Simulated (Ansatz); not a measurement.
Species: AsH$_{2}$, charge -1, singlet. AsH2- (SMILES [AsH2-]).
B3LYP-D3(BJ)/def2-TZVP minimum from Ansatz (a quantum-chemistry and plane-wave program):
```xyz
3

As    -0.0195    -0.0293     0.0512
H     -0.5798     1.1153    -0.8257
H      1.2223    -0.1482    -0.8637
```
Charge -1, spin multiplicity 1.

Total energies in aug-cc-pVTZ, 8 correlated electrons, 14 frozen orbitals. Radicals and triplets start from unrestricted determinants; spin-orbit coupling is neglected. Cores are frozen in correlated methods (noble-gas shells, and filled d and f shells in the p block). No relativity.

| method | program | energy (Eh) | minus CCSDT(Q) (mEh) |
|---|---|---|---|
| HF | Ansatz | -2235.39203 | 197.01 |
| MP2 | Ansatz | -2235.55760 | 31.43 |
| CCSD | Ansatz | -2235.57971 | 9.32 |
| CCSD(T) | Ansatz | -2235.58782 | 1.21 |
| CCSDT(Q) | Ansatz | -2235.58903 | 0.00 |

Rough core times of Ansatz's runs on a shared machine: CCSD(T) under 20 s, CCSDT(Q) 2 min.
